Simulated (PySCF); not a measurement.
Two species compared at the same levels of theory.

First species: C7H8.
Numbering: `[CH:1]#[C:2][C:3]#[C:4][CH2:5][CH2:6][CH3:7]` (hydrogens: H8 on C1; H9, H10 on C5; H11, H12 on C6; H13, H14, H15 on C7)

Geometry (PBE0-D3(BJ)/def2-SVP, Å), atoms numbered from 1 in this order:
```xyz
15
C7H8 angstrom
C      4.3789    0.4847   -0.3158
C      3.2365    0.1188   -0.1094
C      1.9491   -0.2937    0.1218
C      0.8081   -0.6673    0.3331
C     -0.5611   -1.0990    0.5619
C     -1.5998   -0.3209   -0.2565
C     -1.6588    1.1575    0.0877
H      5.3878    0.8058   -0.4961
H     -0.7878   -1.0020    1.6390
H     -0.6333   -2.1760    0.3318
H     -1.3763   -0.4511   -1.3279
H     -2.5825   -0.7900   -0.0849
H     -2.4047    1.6795   -0.5299
H     -1.9317    1.3117    1.1439
H     -0.6848    1.6431   -0.0792
```

Second species: C₈H₁₁P.
Cartesian coordinates in Å at the PBE0-D3(BJ)/def2-SVP level; atoms count from 1:
```
atom  x, y, z in Å
C1     3.940   -0.050    0.346
C2     2.693    0.235   -0.035
P3     1.245   -0.562    0.761
C4     0.245    0.902    1.159
C5    -0.990    1.135    0.696
C6    -1.758    0.277   -0.268
C7    -2.926   -0.425    0.442
C8    -0.919   -0.718   -1.018
C9     0.322   -1.111   -0.705
H10    4.137   -0.770    1.147
H11    4.809    0.424   -0.123
H12    2.507    0.959   -0.839
H13    0.686    1.597    1.882
H14   -1.527    2.019    1.061
H15   -2.209    0.955   -1.019
H16   -2.545   -1.119    1.206
H17   -3.584    0.306    0.937
H18   -3.534   -1.001   -0.273
H19   -1.407   -1.172   -1.890
H20    0.817   -1.867   -1.323
```

Levels: PBE0/def2-SVPD for dipole moment, HOMO energy, LUMO energy, HOMO–LUMO gap, static isotropic polarisability and electronic spatial extent ⟨r²⟩ about the centre of nuclear charge; TDDFT PBE0/def2-SVPD for lowest singlet excitation; TDA PBE0/def2-SVPD for lowest triplet excitation (Tamm–Dancoff); ΔSCF PBE0/def2-SVPD for vertical ionisation energy; PBE0-D3(BJ)/def2-SVP for rotational constant A and rotational constant C. Geometries: PBE0-D3(BJ)/def2-SVP. Each species is one conformer at its optimised geometry, gas phase, non-relativistic unless stated. Electronic properties by PySCF.

Dipoles, sizes and rotational constants follow the conformer. The torsions of the flexible species, by atom-mapped SMILES:
- `[CH:1]#[C:2][C:3]#[C:4][CH2:5][CH2:6][CH3:7]`: C4–C5–C6–C7 -63°
- `[CH2:1]=[CH:2][P:3]1[CH:4]=[CH:5][CH:6]([CH3:7])[CH:8]=[CH:9]1`: C1–C2–P3–C4 129°

Values for the first species:

```
Dipole moment                                                     : 1.37 D
HOMO energy                                                       : -7.10 eV
LUMO energy                                                       : -0.57 eV
HOMO–LUMO gap                                                     : 6.53 eV
Lowest singlet excitation                                         : 4.66 eV
Lowest triplet excitation (Tamm–Dancoff)                          : 3.70 eV
Static isotropic polarisability                                   : 90.6 au
Vertical ionisation energy                                        : 9.08 eV
Electronic spatial extent ⟨r²⟩ about the centre of nuclear charge : 1191 bohr²
Rotational constant A                                             : 7.513 GHz
Rotational constant C                                             : 0.961 GHz
```

Q: Estimate the same properties for the second species, and the change in each.

A: 
| property | first | second | second less first |
| --- | --- | --- | --- |
| dipole moment | 1.37 D | 1.36 D | -0.01 D |
| HOMO energy | -7.10 eV | -6.15 eV | +0.95 eV |
| LUMO energy | -0.57 eV | -0.72 eV | -0.15 eV |
| HOMO–LUMO gap | 6.53 eV | 5.43 eV | -1.10 eV |
| lowest singlet excitation | 4.66 eV | 4.23 eV | -0.43 eV |
| lowest triplet excitation (Tamm–Dancoff) | 3.70 eV | 3.63 eV | -0.07 eV |
| static isotropic polarisability | 90.6 au | 124.0 au | +33.4 au |
| vertical ionisation energy | 9.08 eV | 7.82 eV | -1.26 eV |
| electronic spatial extent ⟨r²⟩ about the centre of nuclear charge | 1191 bohr² | 1612 bohr² | +421 bohr² |
| rotational constant A | 7.513 GHz | 3.500 GHz | -4.013 GHz |
| rotational constant C | 0.961 GHz | 0.757 GHz | -0.204 GHz |

On the first: The principal polarisabilities are 59.8, 66.0 and 146.1 au; their mean is the isotropic value. No computed singlet falls in the visible range (750 to 380 nm, 1.65 to 3.26 eV); S1 lies 1.40 eV above its blue end.

On the second: The polarisability is 18.37 Å³ as a volume (1 au = 0.148185 Å³), or 1.68 au for each of the 74 electrons. The 10 singlets span 4.23 to 6.63 eV, and their oscillator strengths add up to 0.75.
